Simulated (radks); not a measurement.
Results of a calculation; reference values are marked as such.
Trend from Be2+ to Ne2+: ionisation energy by Delta-SCF between NIST ground configurations, and size. Code: a radial shooting solver on a logarithmic mesh with Libxc functionals. Model: non-relativistic Kohn-Sham, r2SCAN, spin-polarised, spherical densities, point nucleus; open shells are filled with parallel spins first; meta-GGA in the generalised Kohn-Sham scheme.

| species | configuration | IE (eV) | NIST (eV) | kind | -e(HOMO) (eV) | outermost | <r> outermost (bohr) | r at 0.001 e/bohr^3 (bohr) |
|---|---|---|---|---|---|---|---|---|
| Be2+ | [He] | 153.95 | 153.90 | theory | 134.52 (1s) | 1s | 0.416 | 1.46 |
| B2+ | [He] 2s1 | 37.865 | 37.931 | exp. | 32.909 (2s) | 2s | 1.63 | 2.85 |
| C2+ | [He] 2s2 | 46.621 | 47.888 | exp. | 40.668 (2s) | 2s | 1.37 | 2.79 |
| N2+ | [He] 2s2 2p1 | 47.312 | 47.445 | semi-emp. | 38.587 (2p) | 2s | 1.19 | 2.67 |
| O2+ | [He] 2s2 2p2 | 55.903 | 54.936 | semi-emp. | 45.763 (2p) | 2s | 1.05 | 2.55 |
| F2+ | [He] 2s2 2p3 | 64.196 | 62.708 | semi-emp. | 52.815 (2p) | 2s | 0.944 | 2.43 |
| Ne2+ | [He] 2s2 2p4 | 62.323 | 63.423 | exp. | 51.630 (2p) | 2s | 0.840 | 2.36 |

Reference values: NIST Atomic Spectra Database (exp. = measured, semi-emp. = semi-empirical, theory = theoretical value adopted there). Open shells are spherical and high-spin; term and fine-structure splittings are not resolved.
